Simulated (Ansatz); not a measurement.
Two isomers of BClFH5OSi2: A = `OB[Si](F)([SiH3])Cl`, B = `B[Si](F)(Cl)O[SiH3]`.

Gas-phase electronic energies from Ansatz, PBE0-D4/def2-TZVP geometries. CCSD(T)/CBS adds triple-zeta CCSD(T) − MP2 to the extrapolated MP2 energy (def2 sets, frozen cores). Functionals use def2-TZVPP. B3LYP here is the variant with VWN-RPA as its local correlation; programs differ in this. Each species was taken in one conformer, which may not be the lowest.

Which is lower in electronic energy at CCSD(T)/CBS, and by how much? (Estimate.)

The calculation gave: B, by 82.0 kJ/mol.

Give E(B) − E(A) in kJ/mol with B3LYP, CCSD/def2-TZVPP, HF/def2-TZVPP, B2PLYP, ωB97M-V, CCSD(T)/def2-TZVPP, B3LYP-D4. (Best estimate.)

Computed: B3LYP -73.9, CCSD/def2-TZVPP -87.6, HF/def2-TZVPP -120.5, B2PLYP -82.0, ωB97M-V -79.4, CCSD(T)/def2-TZVPP -80.8, B3LYP-D4 -75.1. None reverses the order clearly.

Largest T1 diagnostic: 0.013.

From PBE to PBE0 (25 % exact exchange), in def2-TZVPP and without D4, E(B) − E(A) moves by −17.0 kJ/mol. In def2-TZVPP, CCSD(T) changes the Hartree–Fock value by +39.7 kJ/mol (the triples alone add +6.8 kJ/mol) and MP2 by +31.0 kJ/mol.
